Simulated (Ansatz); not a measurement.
Ti(F)3(Me) (CH3F3Ti), SMILES [CH3][Ti]([F])([F])[F], multiplicity 1.

Geometry optimised at PBE0-D3(BJ)/def2-SVP. The multiplicity is an assumed one; no other spin state was optimised. The structure was generated by enumeration; whether it is a known compound was not checked.

Two levels are set side by side: PBE/def2-SVPD (Ansatz, an electronic-structure program) and PBE0/def2-SVPD (Ansatz). Energy differences of separate SCF runs at the same geometry; the states with an electron removed or added have multiplicity 2 and 2. Differences are taken from unrounded values.

```
quantity                             PBE
---------------------------------  -----
vertical ionisation energy (eV)    10.94
vertical electron affinity (eV)    -0.01
vertical singlet–triplet gap (eV)   4.24
```

**Question.** These are the PBE values. What does PBE0 give? (The exact figures need the calculation; the answer reports its results.)

**Answer.** 
```json
[
 {"quantity": "vertical ionisation energy (eV)", "PBE0": "11.18", "PBE minus PBE0": "-0.24"},
 {"quantity": "vertical electron affinity (eV)", "PBE0": "0.47", "PBE minus PBE0": "-0.48"},
 {"quantity": "vertical singlet–triplet gap (eV)", "PBE0": "3.72", "PBE minus PBE0": "0.53"}
]
```
